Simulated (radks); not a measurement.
The numbers below are computed, except where a source is named.
Spherical quantum dot in the effective-mass picture: electrons in a parabolic well V = omega^2 r^2 / 2 with omega = 0.264, with a point charge +1 (a donor) at the centre, all in effective atomic units (hartree* = m*/eps^2 hartree, bohr* = eps/m* bohr), one dielectric constant everywhere. Level of theory: non-relativistic Kohn-Sham, r2SCAN, spin-polarised, spherical densities, generalised Kohn-Sham scheme (a radial shooting solver with Libxc functionals). Levels are named by radial order and angular momentum (1s, 1p, 1d, 2s, ...), and open shells are averaged over m. Results are scaled to m* = 0.122 and eps = 4.1, for which hartree* = 197.5 meV and bohr* = 1.778 nm. Each electron was tried in the lowest free levels, single moves between levels near the top were tried too, and the lowest total energy was kept; such a search can miss a lower state. At N = 1 the Hartree and exchange-correlation terms need not cancel, so that row can carry a self-interaction error.

N,open shells,2S,mu = E(N) - E(N-1) (meV),addition energy mu(N+1) - mu(N) (meV),e(HOMO) (meV),rms radius (nm)
1,"1s(up 1, down 0)",1,-81.737,120.8,-34.681,2.592
2,none,0,39.107,144.9,73.975,3.185
3,"1p(up 1, down 0)",1,183.97,43.87,205.10,4.305
4,"1p(up 2, down 0)",2,227.84,45.08,250.52,4.919
5,"1p(up 3, down 0)",3,272.93,61.01,295.19,5.366
6,"1p(up 3, down 1)",2,333.94,37.00,351.88,5.771
7,"1p(up 3, down 2)",1,370.94,38.28,390.09,6.106
8,none,0,409.22,49.85,428.31,6.400
9,"2s(up 1, down 0)",1,459.07,44.93,476.03,6.723
10,none,0,504.00,45.83,520.66,7.012
11,"1d(up 1, down 0)",1,549.83,32.62,566.16,7.279
12,"1d(up 2, down 0)",2,582.46,32.41,598.72,7.519
13,"1d(up 3, down 0)",3,614.87,32.04,630.96,7.740
14,"1d(up 4, down 0)",4,646.90,31.60,662.78,7.945
15,"1d(up 5, down 0)",5,678.51,41.44,694.16,8.137
16,"1d(up 5, down 1)",4,719.94,29.14,734.48,8.325
17,"1d(up 5, down 2)",3,749.08,29.19,763.69,8.502
18,"1d(up 5, down 3)",2,778.27,29.05,792.82,8.669
19,"1d(up 5, down 4)",1,807.32,28.82,821.77,8.830
20,none,0,836.14,52.60,850.46,8.983
21,"1f(up 1, down 0)",1,888.74,26.93,902.22,9.149
22,"1f(up 2, down 0)",2,915.66,26.80,929.09,9.306
23,"1f(up 3, down 0)",3,942.47,26.63,955.81,9.456
24,"1f(up 4, down 0)",4,969.09,26.43,982.34,9.601
25,"1f(up 5, down 0)",5,995.52,26.22,1008.7,9.739
26,"1f(up 6, down 0)",6,1021.7,26.00,1034.8,9.873
27,"1f(up 7, down 0)",7,1047.7,35.03,1060.7,10.00
28,"1f(up 7, down 1)",6,1082.8,24.65,1095.1,10.13
29,"1f(up 7, down 2)",5,1107.4,24.63,1119.7,10.25
30,"1f(up 7, down 3)",4,1132.1,24.56,1144.3,10.37
31,"1f(up 7, down 4)",3,1156.6,24.45,1168.9,10.49
32,"1f(up 7, down 5)",2,1181.1,24.33,1193.3,10.60
33,"1f(up 7, down 6)",1,1205.4,24.19,1217.5,10.71
34,none,0,1229.6,29.99,1241.6,10.82
35,"2p(up 1, down 0)",1,1259.6,-,1270.9,10.93

All shells are closed at N = 2, 8, 10, 20, 34 (there: 1s2 1p6 1d10 2s2 1f14); the second difference of the energy has clear peaks (12 % above both neighbours; the first and last values, which can be the largest, are not judged, and half-filled shells can peak too) at N = 2, 5, 15, 20, 27.
